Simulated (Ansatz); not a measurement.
`CO[SiH](C)[SiH3]`, relaxed with RKS PBE-D4/def2-SVP in the Gaussian-basis code of Ansatz from a rough embedded geometry. The force threshold is 0.03 eV/Å; the program also tests the step.

The species carries charge 0 and has multiplicity 1.

Start:

```xyz
15

C     0.706   -1.614    1.653
O     0.443   -0.278    1.322
Si    0.188    0.040   -0.271
C    -1.430   -0.460   -0.943
Si    0.414    2.332   -0.725
H    -0.107   -2.271    1.482
H     1.657   -1.974    1.244
H     0.872   -1.595    2.786
H     1.279   -0.728   -1.071
H    -2.252   -0.002   -0.353
H    -1.597   -1.596   -0.737
H    -1.577   -0.297   -1.972
H     0.242    2.578   -2.121
H    -0.602    3.068    0.037
H     1.764    2.799   -0.331
```

```tsv
step	energy (eV)	largest force (eV/Å)	largest move (Å)
1	-20017.9913	3.761	0.000
2	-20018.4014	1.187	0.152
3	-20018.4773	0.253	0.137
4	-20018.4883	0.132	0.048
5	-20018.4932	0.059	0.131
6 (rejected)	-20018.4803	0.427	0.091
7	-20018.4953	0.015	0.040
8	-20018.4956	0.045	0.057
9	-20018.4958	0.016	0.006
```

End:

```xyz
15

C     0.689   -1.558    1.750
O     0.559   -0.259    1.209
Si    0.256    0.024   -0.430
C    -1.454   -0.590   -0.950
Si    0.449    2.354   -0.670
H    -0.265   -2.136    1.706
H     1.473   -2.157    1.229
H     0.980   -1.471    2.818
H     1.298   -0.693   -1.265
H    -2.252   -0.094   -0.362
H    -1.549   -1.687   -0.810
H    -1.628   -0.371   -2.024
H     0.221    2.743   -2.110
H    -0.590    3.052    0.170
H     1.812    2.843   -0.259
```

Run time 24 s (2 threads of an AMD EPYC 7R13 on a shared host); peak host memory 0.21 GiB.
